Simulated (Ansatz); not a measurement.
Basis-set extrapolation for `CO[SiH](C)C#N` (PBE0-D4/def2-TZVP geometry, frozen core, Ansatz 0.2.0). Multiplicity 1, RHF reference.

```
                      def2-TZVPP   def2-QZVPP
                 HF  -536.095798  -536.116208
    MP2 correlation    -1.038302    -1.110910
CCSD(T) correlation    -1.123634      not run
```

Energies in hartree. Use E(X) = E(∞) + A·exp(−7.88·√X) for Hartree–Fock and E(X) = E(∞) + B·X^(−2.97) for correlation, with X = 3 and 4, and add CCSD(T) minus MP2 of the smaller set to the MP2 limit.

Q: What is the CCSD(T) energy at the basis-set limit?

A: HF limit: -536.116208 + (-0.020410) × 0.13774 = -536.11902. MP2 limit: -1.110910 + (-0.072608) × 0.74074 = -1.16469. Higher-order term: -1.123634 − (-1.038302) = -0.08533. Total: -537.36904 hartree, 93.9 kcal/mol below CCSD(T)/def2-TZVPP.
